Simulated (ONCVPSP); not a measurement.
## Pseudopotentials across the periodic table

Generated with ld1.x 7.5 (TM, RRKJ, ultrasoft, PAW), atompaw 4.2 or ONCVPSP 4.0.1. The cutoff is in Ry: for ld1.x and atompaw files where the sum of valence levels is converged to 10 mRy in a Bessel basis, for ONCV files where the hardest occupied wave has 1 mHa per electron of residual kinetic energy. The error is the largest all-electron minus pseudo excitation energy over each file’s own four to seven test configurations (ionisations up to +4, promotions, holes and added fractions of an electron), all of which were solved. The labels leave out finer settings (local radius, basis sizes, second energies), which also bear on the numbers. Spin-polarised tests are not counted. The rows are a selection from randomly drawn settings: files with unsolved tests, undetermined cutoffs or missed reference levels are left out.

A true bound ghost makes a file unfit for plane-wave use even where its test errors are small: the radial tests pick states by their node count and pass the ghost by.

```tsv
element	potential	cutoff (Ry)	largest error (meV)	bound ghosts
Al	ONCV, LDA (Perdew-Zunger), scalar-relativistic, rc 1.65/2.45 (sp), local smoothed, core correction no, reference 3s1.75 3p1.25, qcut 4.4/3.3, projectors 1/2	12	+78	none
Al	ONCV, revPBE, scalar-relativistic, rc 0.85/1.10 (sp), local smoothed, core correction yes, reference 2s2 2p6 3s1, qcut 13.6/9.8, projectors 2/2	116	-3.6	none
Pr	ONCV, PBE, fully relativistic, rc 2.70/3.05/2.70 (spd), local smoothed, core correction no, reference 5s2 5p6 5d1 6s1.75 6p0.25, qcut 5.5/5.1/3.8, projectors 2/2/2	19	+5.5	none
Pt	ONCV, PBE, scalar-relativistic, rc 1.75/1.10/1.80 (spd), local smoothed, core correction no, reference 5s2 5p6 5d9 6s1, qcut 8.3/7/8.9, projectors 2/2/2	243	-15	none
Au	ONCV, LDA (Perdew-Zunger), scalar-relativistic, rc 1.60/1.65/1.65 (spd), local smoothed, core correction yes, reference 5s2 5p6 5d10 6s1, qcut 5.7/7.9/11.1, projectors 3/3/2	42	-17	none
```

Q: Fill in the row for Re: ONCV, PBE, scalar-relativistic, rc 1.68/1.06/2.22 (spd), local smoothed, core correction yes, reference 5s2 5p6 5d5 6s2, qcut 7.8/6.4/6.2, projectors 2/2/2.

A: cutoff 251 Ry, largest error -27 meV, bound ghosts: none.

Q: Fill in the row for O: ONCV, PBE, non-relativistic, rc 0.75/2.15 (sp), local smoothed, core correction yes, reference 2s2 2p4, qcut 10.1/7.6, projectors 3/2.

A: cutoff 85 Ry, largest error +3265 meV, bound ghosts: s.

Q: Fill in the row for K: ONCV, PBE, fully relativistic, rc 2.25/2.02/2.30/2.40 (spdf), local smoothed, core correction no, reference 3s2 3p6 4s1, qcut 7/5.1/4.1/4.3, projectors 2/3/1/1.

A: cutoff 28 Ry, largest error -60 meV, bound ghosts: none.
